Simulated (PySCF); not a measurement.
Fine-structure interval of In⁴⁰⁺ by level of theory

In⁴⁰⁺ [He] 2s2 2p5 [2p1/2^2 2p3/2^3, M_J = 3/2] → In⁴⁰⁺ [He] 2s2 2p5 [2p1/2^1 2p3/2^4, M_J = 1/2], as a difference of total energies. All numbers are calculated (PySCF 2.14, the two-component X2C-1e Hamiltonian, in an uncontracted even-tempered set (17 s from 19 bohr⁻², ratio 2.4; 12 p from 25 bohr⁻², ratio 2.4; 5 d from 92 bohr⁻², ratio 2.6; 4 f from 140 bohr⁻², ratio 2.6)). Correlated levels: nothing frozen; the 32 highest virtual spinors dropped. "Screened" scales the spin-orbit matrix elements by Boettger's factors to mimic the two-electron term; Breit and QED terms are absent.

```json
{"method": "GHF (screened spin-orbit)", "fine-structure interval (cm⁻¹)": "1784400"}
{"method": "GMP2 (screened spin-orbit)", "fine-structure interval (cm⁻¹)": "1785300"}
{"method": "GHF (bare spin-orbit)", "fine-structure interval (cm⁻¹)": "1863700"}
```
